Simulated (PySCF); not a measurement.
Delta-SCF ions had no search for a lower state. Excitations are Tamm–Dancoff values on a coarser integration grid. The basis has no diffuse functions, so Rydberg states are missing or too high.

Cartesian coordinates (Å):
```xyz
6

O     -1.0916     0.5935    -0.0978
C     -0.4197    -0.4819     0.0840
Se     1.3748    -0.7796     0.1287
H     -0.5687     1.4073    -0.2387
H     -1.0497    -1.3573     0.2364
H      1.7544     0.6279    -0.1141
```
Charge +1, spin multiplicity 1.

**Question.** What vertical ionisation energy (Delta-SCF), S1 oscillator strength, HOMO–LUMO gap, S1 excitation (TDA), S1–T1 gap (TDA), total energy, brightest of the four lowest singlets (TDA) and LUMO does TPSSh-D3(BJ)/def2-TZVP run with PySCF give?

**Answer.** 
The vertical ionisation energy (Delta-SCF) comes out as 16.79 eV, the S1 oscillator strength is 0.238 and the HOMO–LUMO gap is 4.86 eV. The S1 excitation (TDA) is 5.86 eV and the S1–T1 gap (TDA) is 2.51 eV. The total energy comes out as -68473.75 eV and the brightest of the four lowest singlets (TDA) comes out as 5.86 eV. The LUMO is -8.89 eV.
